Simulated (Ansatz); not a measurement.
cis-Sn(H2O)2Cl4 (SnCl4O2H4), relaxed as a singlet with RKS PBE0-D4/def2-SVP in Ansatz, starting from the GFN1-xTB geometry. Force threshold 0.02 eV/Å.

In the def2 sets Sn takes a core potential; there is no spin–orbit coupling.

Start:

```
atom   x (Å)   y (Å)   z (Å)
 Sn1   0.765  -0.238  -0.389
  O2  -0.524  -0.585   1.644
  H3  -0.468   0.313   1.982
  H4   0.028  -1.140   2.196
 Cl5   1.520   0.569  -2.486
  O6  -1.255   1.078  -0.723
  H7  -1.858   0.351  -0.906
  H8  -1.111   1.553  -1.543
 Cl9   2.381  -1.726   0.497
Cl10  -0.795  -1.860  -1.195
Cl11   1.317   1.685   0.922
```

(1) Estimate the energy that the relaxation releases and the steps that it takes.

(2) Does the start keep its bonding?

(3) Predict the relaxed structure.

Answers

(1) 2.4 kcal/mol, in 8 steps; 21 s on 4 threads of AMD EPYC 7B13 on a shared host. No frequencies were taken in this run, so the end may be a saddle point.

(2) By distances, no bond broke or formed. The bond that changes most is Sn1–O6, from 2.43 to 2.34 Å (atoms count from 1).

(3) 
```xyz
11

Sn    0.658   -0.192   -0.334
O    -0.462   -0.529    1.687
H    -0.126    0.227    2.200
H    -0.058   -1.320    2.078
Cl    1.419    0.536   -2.445
O    -1.271    1.034   -0.809
H    -1.822    0.342   -1.214
H    -1.024    1.637   -1.528
Cl    2.309   -1.624    0.557
Cl   -0.848   -1.889   -1.087
Cl    1.225    1.779    0.895
```
Bond lengths: 4 × Cl–Sn 2.36 to 2.39 Å; 2 × O–Sn 2.33 to 2.34 Å; 4 × H–O 0.97 Å.
